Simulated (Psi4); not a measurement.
Pair of molecules, SMILES C#N with SMILES O=CO (the first has 3 atoms); geometry from B3LYP-D3(BJ)/def2-TZVP, rigid monomers moved along the line of their centres of mass till N2···H8 is 1.73 Å.
(charge 0, multiplicity 1):
```json
[
 {"atom": "C", "x (Å)": "0.2913", "y (Å)": "0.1946", "z (Å)": "-0.1467"},
 {"atom": "N", "x (Å)": "-0.2525", "y (Å)": "-0.2945", "z (Å)": "0.7320"},
 {"atom": "H", "x (Å)": "0.8014", "y (Å)": "0.6532", "z (Å)": "-0.9642"},
 {"atom": "O", "x (Å)": "0.9415", "y (Å)": "0.6485", "z (Å)": "3.6149"},
 {"atom": "C", "x (Å)": "0.0989", "y (Å)": "-0.0832", "z (Å)": "4.0594"},
 {"atom": "O", "x (Å)": "-0.7678", "y (Å)": "-0.8042", "z (Å)": "3.3478"},
 {"atom": "H", "x (Å)": "-0.0661", "y (Å)": "-0.2537", "z (Å)": "5.1328"},
 {"atom": "H", "x (Å)": "-0.6141", "y (Å)": "-0.6467", "z (Å)": "2.3902"}
]
```

Computed with Psi4 with SAPT0/jun-cc-pV(D+d)Z.

**Question.** Give the four SAPT terms and the total, and say what mostly holds the pair together.

**Answer.** electrostatics -12.90, exchange 17.24, induction -6.52, dispersion -3.53, total -5.71 kcal/mol; the largest attraction is electrostatics.
